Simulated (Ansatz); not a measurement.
`O=S(=O)([N-]S(=O)(=O)C(F)(F)F)C(F)(F)F` at its PBE0-D4/def2-TZVPD geometry, where that method's forces vanish. The species carries charge -1 and has multiplicity 1.

```xyz
15

O     0.0894    0.6399    1.8814
S     0.9986   -0.0208    0.9927
O     2.3907    0.3167    1.0485
N     0.5621   -0.1321   -0.5152
S    -0.9001   -0.0023   -1.0827
O    -1.9733   -0.1960   -0.1533
O    -0.9617   -0.6535   -2.3583
C    -0.9906    1.7958   -1.5164
F    -0.0499    2.1312   -2.3982
F    -2.1796    2.0658   -2.0636
F    -0.8464    2.5669   -0.4438
C     0.9660   -1.7901    1.5386
F    -0.2549   -2.3075    1.4530
F     1.7871   -2.5404    0.8052
F     1.3628   -1.8739    2.8120
```

**Question.** What forces (eV/Å) does r2SCAN-D4/def2-TZVPPD give on these atoms in the Gaussian-basis code of Ansatz? (Best estimate.)

**Answer.** Ansatz gave: 
```
O1  -0.340  0.225  0.336
S2  -0.053 -0.112 -0.048
O3   0.485  0.095  0.020
N4   0.258 -0.061 -0.236
S5   0.071  0.108  0.031
O6  -0.399 -0.051  0.342
O7  -0.016 -0.206 -0.450
C8   0.038 -0.311  0.079
F9   0.300  0.121 -0.293
F10 -0.388  0.092 -0.178
F11  0.048  0.258  0.355
C12  0.003  0.301 -0.117
F13 -0.405 -0.174 -0.028
F14  0.270 -0.255 -0.230
F15  0.128 -0.031  0.417
```
